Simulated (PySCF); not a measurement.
trans-(1R,2R)-1-bromo-2-fluorocyclopropane (C3H4BrF), SMILES [C@H]1(F)[C@@H](C1)Br. Atoms are numbered in the order given.

```xyz
9

F     -1.5162     2.2041     0.6799
C     -1.1468     1.1348    -0.0605
C     -1.7587    -0.1901     0.2471
C     -0.3251     0.0896     0.6010
Br     1.0995    -0.7594    -0.3398
H     -0.9332     1.3957    -1.1023
H     -2.4602    -0.2409     1.0844
H     -1.9750    -0.8606    -0.5884
H     -0.0857     0.2443     1.6556
```

Coordinates come from a PBE0-D3(BJ)/def2-SVP optimisation.

Calculation: TDDFT-CAM-B3LYP/def2-SVPD in PySCF.

Vertical excitations. The molecule is in vacuum.

Computed lowest excited states:
```tsv
state	energy (eV)	λ (nm)	f	main pairs
S1	5.94	209	0.000	HOMO→LUMO 92 %
S2	6.25	198	0.003	HOMO−1→LUMO 91 %
S3	7.66	162	0.053	HOMO→LUMO+1 69 %, HOMO→LUMO+2 13 %
S4	7.71	161	0.050	HOMO−2→LUMO 48 %, HOMO→LUMO+2 20 %, HOMO→LUMO+1 11 %
S5	7.90	157	0.023	HOMO→LUMO+2 52 %, HOMO−2→LUMO 19 %, HOMO−1→LUMO+1 11 %
S6	7.97	155	0.072	HOMO−1→LUMO+1 67 %
S7	8.24	150	0.016	HOMO−1→LUMO+2 47 %, HOMO−3→LUMO 19 %, HOMO→LUMO+3 12 %
S8	8.38	148	0.009	HOMO−3→LUMO 51 %, HOMO→LUMO+3 19 %, HOMO−1→LUMO+2 9 %
S9	8.42	147	0.021	HOMO→LUMO+3 54 %, HOMO−1→LUMO+2 16 %
S10	8.62	144	0.025	HOMO→LUMO+4 73 %
T1	5.30	234	0	HOMO→LUMO 87 %
T2	5.63	220	0	HOMO−1→LUMO 84 %
T3	7.14	174	0	HOMO−2→LUMO 73 %
T4	7.48	166	0	HOMO→LUMO+1 74 %
```
Triplets are in the Tamm–Dancoff approximation, which puts them higher than full response would, so one can lie above its singlet here.
